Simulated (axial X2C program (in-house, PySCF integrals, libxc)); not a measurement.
## Bond lengths and stretching modes, held linear, of SeOH⁻

Computed with an in-house all-electron X2C program for linear molecules (integrals from PySCF): two-component X2C with atomic mean-field Coulomb and Gaunt terms, Gaussian nuclei, basis Se dyall-v3z, O dyall-av3z, H dyall-v3z with contracted cores. Spin-free rows use the one-electron spin-free X2C Hamiltonian.

Masses Se 79.917, O 15.995, H 1.008 u. States: 2c Ω = 0 (all partner blocks equally filled); spin-free M_S = 0, Λ = 0 (closed shell).

PBE, spin-free: energies above the lowest point

| r(Se–O) (Å) | r(O–H) (Å) | E (meV) |
| --- | --- | --- |
| 1.8203 | 0.9194 | 62.18 |
| 1.8203 | 0.9430 | 36.22 |
| 1.8203 | 0.9666 | 43.18 |
| 1.8670 | 0.9194 | 27.55 |
| 1.8670 | 0.9430 | 0.00 |
| 1.8670 | 0.9666 | 5.36 |
| 1.8670 | 0.9901 | 38.44 |
| 1.9137 | 0.9194 | 29.94 |
| 1.9137 | 0.9430 | 0.81 |
| 1.9137 | 0.9666 | 4.59 |
| 1.9604 | 0.9430 | 30.60 |
| 1.9604 | 0.9901 | 62.78 |

Task: Fit a quadratic surface with cubic terms in each bond: where is the minimum, and what are the two stretching wavenumbers?

Result: At PBE, spin-free: bonds 1.889 and 0.951 Å; harmonic stretches 541.3 and 4016.4 cm⁻¹; force constants 2.44, 8.97 and coupling -0.23 mdyn/Å.

The other levels and Hamiltonians give:

```tsv
Hamiltonian	level	r(Se–O) (Å)	r(O–H) (Å)	lower stretch (cm⁻¹)	upper stretch (cm⁻¹)
2c	PBE0	1.865	0.942	563.3	4143.9
2c	HF	1.862	0.927	555.4	4348.3
2c	PBE	1.894	0.952	530.4	3999.3
2c	MP2	1.884	0.946	549.9	4105.9
spin-free	PBE0	1.861	0.941	571.3	4153.6
spin-free	HF	1.859	0.927	562.6	4352.9
spin-free	MP2	1.880	0.946	558.5	4112.2
```

Each state is one determinant, the lowest of a limited PBE0 search; the stretches come from a fit to these few points and carry an uncertainty of a few per cent. Other orders of the atoms were not compared. MP2 freezes inner shells (threshold -2 hartree). For an anion the highest level of a functional can be positive, and the basis then holds the extra electron. The molecule was held linear; bending was not examined, so a bent shape may lie lower.
